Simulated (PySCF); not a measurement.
C₂H₆FNOSi (SMILES C=C[Si](N)(O)F), singlet, at a GFN2-xTB geometry; PBE/6-31G, polarisability (PySCF).

Here is a job for PySCF.
```python
from pyscf import gto, scf, dft
from pyscf.prop import polarizability

mol = gto.M(
    atom='''
C     2.26828637   -0.16926553    0.99428596
C     1.45041006   -0.52835949    0.01794842
Si   -0.33954039    0.00629151   -0.15932796
N    -0.59233750    1.46808897    0.70725835
O    -1.44814340   -1.09301857    0.27869497
F    -0.65344004    0.11894460   -1.73986948
H     1.94831851    0.48867986    1.78575459
H     3.29070913   -0.51132531    1.04840970
H     1.83055357   -1.19030459   -0.75078883
H    -1.53077446    1.82863993    0.77580040
H     0.05793048    2.22551423    0.58531108
H    -1.54288027   -1.34651068    1.19115558
''',
    basis='6-31g',
    verbose=4,
)

mf = dft.RKS(mol)
mf.xc = 'pbe'
mf.kernel()
alpha = mf.Polarizability().polarizability()[2, 2]
print('alpha_zz =', alpha)
```

Output, abridged:

```
site-packages/pyscf/prop/efg/rhf.py:45: UserWarning: Module EFG is under testing
  warnings.warn('Module EFG is under testing')
site-packages/pyscf/prop/efg/dhf.py:30: UserWarning: Module EFG is under testing
  warnings.warn('Module EFG is under testing')
site-packages/pyscf/prop/zfs/uhf.py:40: UserWarning: Module ZFS is under testing
  warnings.warn('Module ZFS is under testing')
site-packages/pyscf/prop/gtensor/uhf.py:43: UserWarning: Module g-tensor is under testing
  warnings.warn('Module g-tensor is under testing')
site-packages/pyscf/prop/gtensor/uks.py:41: UserWarning: Module g-tensor is under testing
  warnings.warn('Module g-tensor is under testing')
site-packages/pyscf/prop/hfc/uks.py:35: UserWarning: Module HFC is under testing
  warnings.warn('Module HFC is under testing')
site-packages/pyscf/prop/magnetizability/rhf.py:39: UserWarning: Module magnetizability is under testing
  warnings.warn('Module magnetizability is under testing')
site-packages/pyscf/prop/magnetizability/uhf.py:37: UserWarning: Module magnetizability is under testing
  warnings.warn('Module magnetizability is under testing')
site-packages/pyscf/prop/magnetizability/rks.py:37: UserWarning: Module magnetizability is under testing
  warnings.warn('Module magnetizability is under testing')
site-packages/pyscf/prop/magnetizability/uks.py:39: UserWarning: Module magnetizability is under testing
  warnings.warn('Module magnetizability is under testing')
site-packages/pyscf/prop/polarizability/uhf.py:34: UserWarning: Module polarizability is under testing
  warnings.warn('Module polarizability is under testing')
site-packages/pyscf/prop/polarizability/rks.py:29: UserWarning: Module polarizability is under testing
  warnings.warn('Module polarizability is under testing')
site-packages/pyscf/prop/polarizability/uks.py:29: UserWarning: Module polarizability is under testing
  warnings.warn('Module polarizability is under testing')
PySCF version 2.14.0

[INPUT] verbose = 4
[INPUT] num. atoms = 12
[INPUT] num. electrons = 56
[INPUT] charge = 0
[INPUT] spin (= nelec alpha-beta = 2S) = 0
[INPUT] symmetry False subgroup None
[INPUT] Mole.unit = angstrom
[INPUT] Symbol           X                Y                Z      unit          X                Y                Z       unit  Magmom
[INPUT]  1 C      2.268286370000  -0.169265530000   0.994285960000 AA    4.286440011384  -0.319865494029   1.878928153900 Bohr   0.0
[INPUT]  2 C      1.450410060000  -0.528359490000   0.017948420000 AA    2.740877781714  -0.998454731415   0.033917598169 Bohr   0.0
[INPUT]  3 Si    -0.339540390000   0.006291510000  -0.159327960000 AA   -0.641638345328   0.011889230810  -0.301086208386 Bohr   0.0
[INPUT]  4 N     -0.592337500000   1.468088970000   0.707258350000 AA   -1.119355648310   2.774286079795   1.336524580812 Bohr   0.0
[INPUT]  5 O     -1.448143400000  -1.093018570000   0.278694970000 AA   -2.736594415096  -2.065505746364   0.526657165594 Bohr   0.0
[INPUT]  6 F     -0.653440040000   0.118944600000  -1.739869480000 AA   -1.234822714425   0.224772717996  -3.287876809689 Bohr   0.0
[INPUT]  7 H      1.948318510000   0.488679860000   1.785754590000 AA    3.681788387321   0.923471097991   3.374587100785 Bohr   0.0
[INPUT]  8 H      3.290709130000  -0.511325310000   1.048409700000 AA    6.218539011306  -0.966264796458   1.981207199337 Bohr   0.0
[INPUT]  9 H      1.830553570000  -1.190304590000  -0.750788830000 AA    3.459244903645  -2.249349679913  -1.418785266083 Bohr   0.0
[INPUT] 10 H     -1.530774460000   1.828639930000   0.775800400000 AA   -2.892744487879   3.455628648144   1.466050283328 Bohr   0.0
[INPUT] 11 H      0.057930480000   2.225514230000   0.585311080000 AA    0.109472741465   4.205612381022   1.106077638873 Bohr   0.0
[INPUT] 12 H     -1.542880270000  -1.346510680000   1.191155580000 AA   -2.915621153295  -2.544536409002   2.250957817947 Bohr   0.0

nuclear repulsion = 314.198600686435
number of shells = 44
number of NR pGTOs = 180
number of NR cGTOs = 70
basis = 6-31g
ecp = {}

******** <class 'pyscf.dft.rks.RKS'> ********
method = RKS
initial guess = minao
damping factor = 0
level_shift factor = 0
DIIS = <class 'pyscf.scf.diis.CDIIS'>
diis_start_cycle = 1
diis_space = 8
diis_damp = 0
SCF conv_tol = 1e-09
SCF conv_tol_grad = None
SCF max_cycles = 50
direct_scf = True
direct_scf_tol = 1e-13
XC library pyscf.dft.libxc version 7.1.2
    S. Lehtola, C. Steigemann, M. J. T. Oliveira, and M. A. L. Marques,  SoftwareX 7, 1–5 (2018)
XC functionals = pbe
    J. P. Perdew, K. Burke, and M. Ernzerhof,  Phys. Rev. Lett. 77, 3865 (1996)
    J. P. Perdew, K. Burke, and M. Ernzerhof,  Phys. Rev. Lett. 78, 1396 (1997)
    J. P. Perdew, K. Burke, and M. Ernzerhof,  Phys. Rev. Lett. 77, 3865 (1996)
    J. P. Perdew, K. Burke, and M. Ernzerhof,  Phys. Rev. Lett. 78, 1396 (1997)
radial grids:
    Treutler-Ahlrichs [JCP 102, 346 (1995); DOI:10.1063/1.469408] (M4) radial grids

becke partition: Becke, JCP 88, 2547 (1988); DOI:10.1063/1.454033
pruning grids: <function nwchem_prune>
grids dens level: 3
symmetrized grids: False
atomic radii adjust function: <function treutler_atomic_radii_adjust>
small_rho_cutoff = 0
Set gradient conv threshold to 3.16228e-05
Initial guess from minao.
tot grids = 148512
init E= -599.192623778422
  HOMO = -0.319923762139419  LUMO = -0.112230013008295  gap/eV = 5.65163
cycle= 1 E= -598.340808157836  delta_E= 0.852  |g|=  1.1  |ddm|= 3.27
  HOMO = -0.0903341096650758  LUMO = 0.0132254127270917  gap/eV = 2.81800
cycle= 2 E= -597.738414086517  delta_E= 0.602  |g|= 2.07  |ddm|= 3.03
  HOMO = -0.212908861024044  LUMO = -0.025488043139082  gap/eV = 5.09998
cycle= 3 E= -598.571456685662  delta_E= -0.833  |g|= 0.273  |ddm|= 2.25
  HOMO = -0.237780775774799  LUMO = -0.0506233777844867  gap/eV = 5.09281
cycle= 4 E= -598.589242119621  delta_E= -0.0178  |g|= 0.0792  |ddm|= 0.353
  HOMO = -0.225953371761354  LUMO = -0.0513320924646776  gap/eV = 4.75169
cycle= 5 E= -598.590177746164  delta_E= -0.000936  |g|= 0.0412  |ddm|= 0.0853
  HOMO = -0.22943202929192  LUMO = -0.0482264876844838  gap/eV = 4.93085
cycle= 6 E= -598.590598586204  delta_E= -0.000421  |g|= 0.00817  |ddm|= 0.0436
  HOMO = -0.229554224964054  LUMO = -0.0478133045672071  gap/eV = 4.94542
cycle= 7 E= -598.590611768377  delta_E= -1.32e-05  |g|= 0.00515  |ddm|= 0.0117
  HOMO = -0.229261840015573  LUMO = -0.047884616665951  gap/eV = 4.93553
cycle= 8 E= -598.5906189645  delta_E= -7.2e-06  |g|= 0.000431  |ddm|= 0.00481
  HOMO = -0.229286685604782  LUMO = -0.0478831375524578  gap/eV = 4.93624
cycle= 9 E= -598.590618994376  delta_E= -2.99e-08  |g|= 0.000274  |ddm|= 0.000564
  HOMO = -0.22928254903983  LUMO = -0.0478840776953777  gap/eV = 4.93610
cycle= 10 E= -598.590619007204  delta_E= -1.28e-08  |g|= 4.36e-05  |ddm|= 0.000281
  HOMO = -0.22928707015261  LUMO = -0.0478879852631742  gap/eV = 4.93612
cycle= 11 E= -598.590619007625  delta_E= -4.2e-10  |g|= 1e-05  |ddm|= 6.4e-05
  HOMO = -0.229284995348414  LUMO = -0.0478857143507516  gap/eV = 4.93613
Extra cycle  E= -598.590619007615  delta_E= 9.55e-12  |g|= 1.31e-05  |ddm|= 2.8e-05
converged SCF energy = -598.590619007615
Isotropic polarizability 47.1104858866
Polarizability anisotropy 13.6351988442
alpha_zz = 44.764720978007716
```
